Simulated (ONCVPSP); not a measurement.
tellurium (Te), ONCV: configuration errors across variants

Te, optimised norm-conserving Vanderbilt (ONCV), made with ONCVPSP 4.0.1 (PBE, scalar-relativistic). Core [Ar] 3d10, reference 4s2 4p6 4d10 5s2 5p4. Waves: 4s+5s: rc 1.35 bohr, ncon 4, nbas 7, qcut 11.3 1/bohr, 3 projectors, debl 2.8 Ha; 4p+5p: rc 1.40 bohr, ncon 3, nbas 7, qcut 11.8 1/bohr, 2 projectors; 4d: rc 1.25 bohr, ncon 3, nbas 7, qcut 14.2 1/bohr, 2 projectors, debl 3.3 Ha; f scattering state at 0.04 Ha: rc 1.45 bohr, ncon 4, nbas 8, qcut 7.6 1/bohr, 1 projector. Local part: polynomial inside 1.25 bohr (lpopt 2, dvloc0 2 Ha). Core correction: polynomial model core, fcfact 0.4.

All-electron excitation energies from the reference (eV): (1) 4s2 4p6 4d10 5s2 5p3 9.729; (2) 4s2 4p6 4d10 5s2 5p2 27.654; (3) 4s2 4p6 4d10 5s2 5p1 54.552; (4) 4s2 4p5 4d10 5s2 5p4 122.910.

Errors AE − PS in meV (a dash: test not solved or not reliable):

| change | (1) | (2) | (3) | (4) | bound ghosts | GHOST(+) flags above zero |
| --- | --- | --- | --- | --- | --- | --- |
| base | -2.1 | -6.4 | -13 | -138 | none | none |
| local potential polynomial inside 1.25 bohr (lpopt 2, dvloc0 0.5 Ha) | -2.2 | -6.5 | -14 | -138 | none | none |
| local potential polynomial inside 1.25 bohr (lpopt 2, dvloc0 4.5 Ha) | -2.1 | -6.4 | -13 | -139 | none | s |
| local potential polynomial inside 1.25 bohr (lpopt 2, dvloc0 6 Ha) | -2.1 | -6.4 | -13 | -139 | none | s |
| local potential polynomial inside 1.25 bohr (lpopt 2, dvloc0 8.5 Ha) | -2.1 | -6.4 | -14 | -139 | none | s |

**Question.** Give the same row for: local potential polynomial inside 1.25 bohr (lpopt 2, dvloc0 -2 Ha).

**Answer.** -2.1, -6.3, -13, -136; bound ghosts: none; GHOST(+) flags above zero: none.
